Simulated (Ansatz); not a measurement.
Steps of a relaxation of BrH$_{3}$OSiSn, SMILES `[SiH3][O][Sn][Br]` with RKS PBE-D4/def2-SVP.

```sh
$ ansatz run in.yaml --threads 4 --pin off --events-out ev --progress --plain --max-ram 10444MiB
```

```yaml
crystal:
  periodic: [false, false, false]
  atoms:
    - {symbol: Si, position_ang: [0.201100, 0.893800, 0.220600]}
    - {symbol: O, position_ang: [-0.101900, -0.399500, 1.258900]}
    - {symbol: Sn, position_ang: [0.464300, -1.980500, 0.214700]}
    - {symbol: Br, position_ang: [-1.193900, -2.590400, -1.463000]}
    - {symbol: H, position_ang: [-0.655700, 0.774000, -1.027000]}
    - {symbol: H, position_ang: [-0.256600, 2.190200, 0.891200]}
    - {symbol: H, position_ang: [1.604000, 1.044400, -0.141100]}
basis:
  gaussian: {orbitals: def2-SVP}
hamiltonian: {xc: pbe, dispersion: d4}
relax: {f_tol: 0.03, max_steps: 200}
```

Positions (Å) and forces (eV/Å) along the path, 10 of 10 steps:

```xyz
7
step=1 energy=-85824.2556 eV
Si    0.201    0.894    0.221   -1.831    1.545    0.664
O    -0.102   -0.400    1.259   -0.425    1.195    0.160
Sn    0.464   -1.980    0.215    2.184   -2.094    0.702
Br   -1.194   -2.590   -1.463   -1.383   -0.212   -1.120
H    -0.656    0.774   -1.027    0.254   -0.058   -0.008
H    -0.257    2.190    0.891    0.237   -0.327   -0.119
H     1.604    1.044   -0.141    0.964   -0.049   -0.280
7
step=2 energy=-85824.7050 eV
Si    0.157    0.960    0.234   -0.708   -0.045    0.006
O    -0.115   -0.397    1.205    0.324   -0.096   -0.450
Sn    0.585   -2.113    0.291   -0.393   -0.257    0.054
Br   -1.275   -2.590   -1.499    0.320    0.143    0.333
H    -0.631    0.790   -1.048    0.084    0.187    0.029
H    -0.261    2.229    0.917    0.034   -0.015    0.087
H     1.600    1.053   -0.146    0.339    0.084   -0.060
7
step=3 energy=-85824.8069 eV
Si    0.138    0.975    0.212   -0.138   -0.251   -0.012
O    -0.100   -0.434    1.122    0.338   -0.011   -0.442
Sn    0.578   -2.222    0.341   -0.370    0.138    0.185
Br   -1.267   -2.588   -1.440    0.165    0.028    0.115
H    -0.621    0.882   -1.093    0.008    0.116    0.070
H    -0.268    2.216    0.956   -0.046   -0.086    0.089
H     1.601    1.103   -0.145    0.044    0.066   -0.005
7
step=4 energy=-85824.8862 eV
Si    0.150    1.008    0.174    0.201   -0.286    0.198
O    -0.021   -0.458    1.011    0.311   -0.049   -0.506
Sn    0.488   -2.377    0.430   -0.173    0.554    0.370
Br   -1.268   -2.664   -1.399   -0.081   -0.035   -0.152
H    -0.608    1.025   -1.134    0.003   -0.020    0.086
H    -0.307    2.170    1.025   -0.015   -0.172   -0.019
H     1.626    1.228   -0.151   -0.248    0.009    0.024
7
step=5 energy=-85824.9256 eV
Si    0.172    1.030    0.158    0.197   -0.301    0.262
O     0.073   -0.459    0.963    0.225   -0.191   -0.491
Sn    0.401   -2.448    0.494   -0.136    0.700    0.314
Br   -1.285   -2.709   -1.412   -0.053   -0.002   -0.118
H    -0.589    1.060   -1.146   -0.017   -0.044    0.077
H    -0.343    2.131    1.061    0.018   -0.155   -0.082
H     1.633    1.327   -0.163   -0.234   -0.005    0.038
7
step=6 energy=-85824.9994 eV
Si    0.205    1.022    0.147   -0.038    0.284   -0.157
O     0.209   -0.464    0.903    0.124   -0.335    0.070
Sn    0.246   -2.468    0.619   -0.047    0.105    0.085
Br   -1.244   -2.662   -1.467    0.002    0.022   -0.041
H    -0.610    1.018   -1.121   -0.001   -0.014    0.017
H    -0.363    2.056    1.084    0.013   -0.036   -0.008
H     1.617    1.430   -0.211   -0.052   -0.027    0.033
7
step=7 energy=-85825.0262 eV
Si    0.217    1.007    0.128    0.169   -0.031   -0.029
O     0.397   -0.486    0.874   -0.059   -0.080   -0.008
Sn    0.080   -2.477    0.730    0.008    0.133    0.005
Br   -1.196   -2.561   -1.504   -0.003    0.004   -0.013
H    -0.625    0.954   -1.119   -0.042   -0.040    0.026
H    -0.398    1.978    1.100   -0.028   -0.005    0.007
H     1.586    1.517   -0.255   -0.045    0.018    0.012
7
step=8 energy=-85825.0289 eV
Si    0.234    0.998    0.129   -0.069    0.056   -0.019
O     0.420   -0.484    0.892    0.034    0.053   -0.005
Sn    0.043   -2.453    0.736    0.006   -0.120    0.050
Br   -1.181   -2.536   -1.526   -0.012    0.026   -0.034
H    -0.638    0.907   -1.096    0.014   -0.014    0.002
H    -0.400    1.964    1.095    0.017    0.010    0.000
H     1.583    1.535   -0.275    0.009   -0.010    0.006
7
step=9 energy=-85825.0298 eV
Si    0.232    0.997    0.128   -0.046    0.001   -0.029
O     0.422   -0.485    0.892    0.028    0.006    0.025
Sn    0.045   -2.458    0.744   -0.025   -0.020   -0.038
Br   -1.178   -2.514   -1.528    0.021    0.005    0.034
H    -0.640    0.893   -1.096    0.006    0.007   -0.002
H    -0.400    1.966    1.092    0.009    0.006    0.004
H     1.580    1.533   -0.278    0.007   -0.004    0.005
7
step=10 energy=-85825.0303 eV
Si    0.227    0.992    0.128    0.000    0.004    0.000
O     0.421   -0.484    0.904    0.001   -0.004    0.006
Sn    0.038   -2.457    0.745    0.007    0.001    0.014
Br   -1.156   -2.496   -1.535   -0.007   -0.001   -0.017
H    -0.653    0.887   -1.089   -0.003   -0.001   -0.001
H    -0.390    1.972    1.091    0.001    0.002    0.000
H     1.575    1.518   -0.290    0.001    0.000   -0.002
```

Hardware: 4 threads of an Arm Neoverse V1 on a shared host. Wall time 13 s, peak host memory 0.16 GiB.
